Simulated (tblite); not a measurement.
C7H11O (doublet state).
SMILES with atom numbers: `[CH2:1]=[C:2]1[C:3]([CH3:4])[CH2:5][C@@H:6]1[CH2:7][OH:8]` (hydrogens: H9, H10 on C1; H11, H12, H13 on C4; H14, H15 on C5; H16 on C6; H17, H18 on C7; H19 on O8)
Bond orders are those of one Lewis drawing.

Computed with GFN2-xTB (tblite), gas phase: L-BFGS steps from a force-field or distance-geometry start until the largest atomic force falls under 0.01 eV/Å.

Step 24: E = -668.3532 eV
```
atom  x, y, z in Å  |  force x, y, z in eV/Å
C1     -0.3483    2.1518   -0.2664   -0.010  -0.006  -0.050
C2     -0.2781    0.7976   -0.2752   -0.048   0.025  -0.036
C3     -1.2021   -0.2505   -0.2073   -0.026   0.031   0.020
C4     -2.6703   -0.3377   -0.3415   -0.008   0.013  -0.011
C5     -0.1421   -1.3047   -0.1090   -0.065   0.028  -0.026
C6      0.8865   -0.1746   -0.3633   -0.006   0.072  -0.014
C7      2.0501   -0.0223    0.6009    0.063  -0.029   0.020
O8      3.0476   -0.9885    0.3646    0.074  -0.054   0.063
H9      0.5260    2.7633   -0.3947    0.032  -0.012   0.065
H10    -1.2867    2.6597   -0.1282    0.004  -0.027  -0.050
H11    -3.1565   -0.3240    0.6377   -0.009  -0.028   0.012
H12    -2.9542   -1.2637   -0.8436    0.010   0.025   0.050
H13    -3.0526    0.5098   -0.9125    0.034  -0.037   0.053
H14    -0.0577   -1.7507    0.8824    0.050  -0.011   0.042
H15    -0.1682   -2.1127   -0.8387   -0.037  -0.032  -0.101
H16     1.2875   -0.2232   -1.3800   -0.007   0.014  -0.070
H17     1.7323   -0.1684    1.6342   -0.046  -0.015   0.026
H18     2.4771    0.9869    0.5131   -0.037   0.069  -0.023
H19     3.2999   -0.9387   -0.5648    0.035  -0.026   0.029
```

Step 25: E = -668.3552 eV
```
atom  x, y, z in Å  |  force x, y, z in eV/Å
C1     -0.3488    2.1520   -0.2680    0.008   0.004  -0.051
C2     -0.2786    0.7979   -0.2803   -0.025   0.027   0.014
C3     -1.2034   -0.2491   -0.2055    0.009   0.000  -0.034
C4     -2.6720   -0.3374   -0.3400    0.035   0.018   0.003
C5     -0.1423   -1.3037   -0.1118   -0.081   0.010  -0.014
C6      0.8873   -0.1743   -0.3655   -0.019   0.052  -0.016
C7      2.0511   -0.0239    0.6014    0.027  -0.005   0.000
O8      3.0518   -0.9887    0.3675    0.018  -0.023   0.071
H9      0.5271    2.7638   -0.3867    0.020  -0.019   0.053
H10    -1.2876    2.6603   -0.1343    0.002  -0.029  -0.046
H11    -3.1553   -0.3257    0.6404   -0.024  -0.018   0.012
H12    -2.9533   -1.2653   -0.8403   -0.001   0.042   0.038
H13    -3.0523    0.5120   -0.9100    0.020  -0.063   0.059
H14    -0.0570   -1.7512    0.8783    0.053  -0.011   0.067
H15    -0.1698   -2.1144   -0.8395   -0.040  -0.001  -0.107
H16     1.2884   -0.2235   -1.3820    0.000   0.015  -0.069
H17     1.7277   -0.1662    1.6338   -0.023  -0.032   0.014
H18     2.4757    0.9863    0.5127   -0.025   0.064  -0.019
H19     3.3015   -0.9397   -0.5624    0.042  -0.030   0.025
```

Task: Estimate the geometry and energy of step 26. (The exact step hangs on the optimiser's Hessian estimate; all steps are aligned on step 25, rigid shifts and turns removed.)

Result: E = -668.3574 eV, largest force 0.110 eV/Å
```
atom  x, y, z in Å  |  force x, y, z in eV/Å
C1     -0.3490    2.1524   -0.2707    0.018   0.014  -0.043
C2     -0.2792    0.7986   -0.2863    0.012   0.010   0.050
C3     -1.2045   -0.2475   -0.2063    0.048  -0.026  -0.066
C4     -2.6729   -0.3368   -0.3375    0.064   0.011   0.029
C5     -0.1439   -1.3028   -0.1155   -0.047  -0.010  -0.005
C6      0.8880   -0.1735   -0.3687   -0.018  -0.002  -0.015
C7      2.0520   -0.0255    0.6018   -0.024   0.028  -0.018
O8      3.0558   -0.9892    0.3719   -0.041   0.020   0.055
H9      0.5287    2.7644   -0.3746    0.015  -0.019   0.034
H10    -1.2887    2.6600   -0.1433   -0.005  -0.021  -0.040
H11    -3.1526   -0.3277    0.6442   -0.035  -0.007   0.021
H12    -2.9526   -1.2658   -0.8353   -0.015   0.036   0.014
H13    -3.0519    0.5134   -0.9053   -0.009  -0.055   0.044
H14    -0.0562   -1.7516    0.8745    0.047   0.000   0.058
H15    -0.1717   -2.1164   -0.8420   -0.043   0.042  -0.092
H16     1.2902   -0.2246   -1.3856   -0.005   0.021  -0.044
H17     1.7215   -0.1638    1.6334    0.006  -0.044  -0.011
H18     2.4737    0.9865    0.5118   -0.014   0.041  -0.010
H19     3.3035   -0.9409   -0.5589    0.047  -0.039   0.040
```

The energy changes by -0.0021 eV. The first-order estimate −F·Δx gives -0.0030 eV and the mean of the old and new forces, exact on a quadratic surface, -0.0021 eV. The step makes an angle of 63° with the force vector and moves no atom by more than 0.012 Å.

The cost below is that of the whole relaxation. Time: 0.8 s of wall time. Hardware: one thread of an Arm Neoverse V1, no GPU, shared host with 32 logical CPUs at a one-minute load of 20.
